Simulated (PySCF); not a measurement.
This PySCF input asks for the NMR shieldings of `CB(C(C[SiH2]OC)=C=O)C`, C6H13BO2Si; the geometry comes from GFN2-xTB.

```python
import basis_set_exchange as bse
import numpy as np
from pyscf import gto, dft
from pyscf.prop import nmr

atoms = """
C     3.457682   -0.442126   -0.175512
O     2.609302    0.633523    0.095599
Si    1.516084    0.840733    1.273549
C     0.214788   -0.562325    1.279947
C    -0.477244   -0.655192   -0.067159
C     0.029267   -1.370628   -1.028653
O     0.409690   -2.002844   -1.929990
B    -1.762156    0.121150   -0.404938
C    -2.435004   -0.009778   -1.833801
C    -2.409257    1.019590    0.724724
H     4.152130   -0.607085    0.651956
H     2.889752   -1.359911   -0.346062
H     4.024622   -0.203177   -1.075917
H     0.981428    2.123375    0.846911
H     2.135028    0.852921    2.607050
H    -0.537629   -0.399235    2.047046
H     0.696089   -1.516303    1.509420
H    -3.378440    0.524988   -1.914910
H    -2.624979   -1.048348   -2.101986
H    -1.776641    0.381600   -2.608824
H    -3.220972    1.642490    0.357717
H    -2.821139    0.394187    1.517312
H    -1.677154    1.669380    1.200421
"""
names = dict.fromkeys(["C", "O", "Si", "B", "H"], "pcSseg-1")
basis = {el: gto.basis.parse(bse.get_basis(n, elements=[el], fmt="nwchem")) for el, n in names.items()}
mol = gto.M(atom=atoms, basis=basis, charge=0, verbose=0)
mf = dft.RKS(mol, xc="PBE0")
mf.grids.level = 2
mf.grids.alignment = dft.numint.BLKSIZE   # the property module wants whole blocks of grid points
mf.conv_tol = 1e-9
mf.kernel()

calc = nmr.RKS(mf)   # GIAO
C = mf.mo_coeff
Co = C[:, mf.mo_occ > 0]
resp = mf.gen_response(singlet=True, hermi=2)
def vind(x):   # induced exchange potential for any number of trial vectors
    d = np.einsum("pi,xij,qj->xpq", C, 2 * x.reshape(-1, C.shape[1], Co.shape[1]), Co, optimize=True)
    return np.einsum("xpq,pi,qj->xij", resp(d - d.transpose(0, 2, 1)), C, Co, optimize=True).ravel()
mo1, _ = nmr.rhf.solve_mo1(calc, with_cphf=vind)
sigma = calc.kernel(mo1)
for i, s in enumerate(sigma):   # ppm
    print("%2d %-2s %9.2f" % (i, mol.atom_pure_symbol(i), np.trace(s) / 3))
```

Question: What are the results?

Answer: 
```
 0 C     133.52
 1 O     341.83
 2 Si    367.15
 3 C     176.94
 4 C     151.98
 5 C      -6.61
 6 O     -15.47
 7 B      27.54
 8 C     177.05
 9 C     173.62
10 H      28.10
11 H      28.12
12 H      27.67
13 H      27.13
14 H      26.60
15 H      30.65
16 H      29.81
17 H      30.64
18 H      30.90
19 H      30.86
20 H      30.64
21 H      31.01
22 H      30.95
```

These numbers come from an equivalent density-fitted implementation of the same equations, which agrees with the script to about 0.01 ppm for H and up to a few tenths of a ppm for heavy atoms, so last digits may differ.

Size and cost of the density-fitted run: 242 basis functions, 2.2 min wall time on 1 thread of an Arm Neoverse N1, shared host; peak memory 1.1 GiB.
